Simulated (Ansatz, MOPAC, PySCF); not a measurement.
Pair of molecules: C2H6 (SMILES CC) (first 8 atoms) with C2H6O (SMILES COC); geometry from B3LYP-D3(BJ)/def2-TZVP, rigid monomers moved along the line of their centres of mass till H5···O10 is 3.59 Å.
(charge 0, multiplicity 1):
```xyz
17

C     -0.324     0.762     0.030
C      0.173    -0.680    -0.035
H     -1.385     0.826    -0.221
H      0.218     1.397    -0.674
H     -0.189     1.175     1.030
H     -0.375    -1.320     0.660
H      1.231    -0.746     0.224
H      0.051    -1.103    -1.035
C      1.210    -0.339     4.731
O      0.135     0.556     4.551
C     -1.119    -0.060     4.738
H      1.158    -1.175     4.023
H      1.225    -0.746     5.751
H      2.130     0.218     4.557
H     -1.272    -0.882     4.028
H     -1.883     0.698     4.573
H     -1.222    -0.457     5.757
```

Counterpoise-corrected where a basis set is named; no monomer relaxation. Rows marked so take none.

Rows in 3-21G, 6-31G* carry no dispersion term and start afresh at each structure (6-31G* with six Cartesian d functions). MP2/6-31G* freezes PySCF's default core. The state that AM1, PM7 reach isn't checked; PM7 holds dispersion and hydrogen-bond terms.

The values were computed with Ansatz (a quantum-chemistry and plane-wave program) with Gaussian orbitals; MOPAC for AM1, PM7 (differences of heats of formation); PySCF for 3-21G rows, 6-31G* rows, the dispersion terms. 

Other levels give for the interaction energy: PBE/def2-TZVPPD -0.32; B3LYP/def2-TZVPPD 0.06; B3LYP-D3(BJ)/def2-TZVPPD -0.62; wB97M-V/def2-TZVPPD -0.66 kcal/mol.

Common cheap choices:

| level | interaction energy (kcal/mol) |
|---|---|
| AM1 | 0.05 |
| PM7 | -0.84 |
| HF/6-31G* | -0.06 |
| B3LYP/3-21G (no counterpoise) | -0.25 |
| B3LYP/6-31G* | 0.04 |
| B3LYP/6-31G* (no counterpoise) | -0.25 |
| M06-2X/6-31G* (no counterpoise) | -0.70 |
| MP2/6-31G* | -0.36 |
